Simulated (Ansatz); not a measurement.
Consider the isomerisation: `CSB[SiH2]O` → `[SiH3]BOCS`.

Gas-phase electronic energies from Ansatz, PBE0-D4/def2-TZVP geometries. CBS: MP2 limit from def2 TZ/QZ plus the TZ coupled-cluster correction, frozen cores. Functionals use def2-TZVPP. Each species was taken in one conformer, which may not be the lowest.

CCSD(T)/CBS gives +139.2 kJ/mol.

Another level gave +132.0 kJ/mol. Which?
A. PBE-D4/def2-TZVPP
B. ωB97X-V/def2-TZVPP
C. HF/def2-TZVPP
D. r2SCAN-D4/def2-TZVPP

A. PBE-D4 132.0, ωB97X-V 127.7, HF/def2-TZVPP 123.5, r2SCAN-D4 140.5 kJ/mol.

Largest T1 diagnostic among the species: 0.014.

In def2-TZVPP, CCSD(T) changes the Hartree–Fock value by +8.3 kJ/mol (the triples alone add +1.4 kJ/mol) and MP2 by +21.2 kJ/mol. From PBE to PBE0 (25 % exact exchange), in def2-TZVPP and without D4, ΔE moves by +3.9 kJ/mol.

CCSD(T)/CBS has its own doubt, a few kJ/mol and more with outer-core shells, so smaller differences from it don't rank the levels.
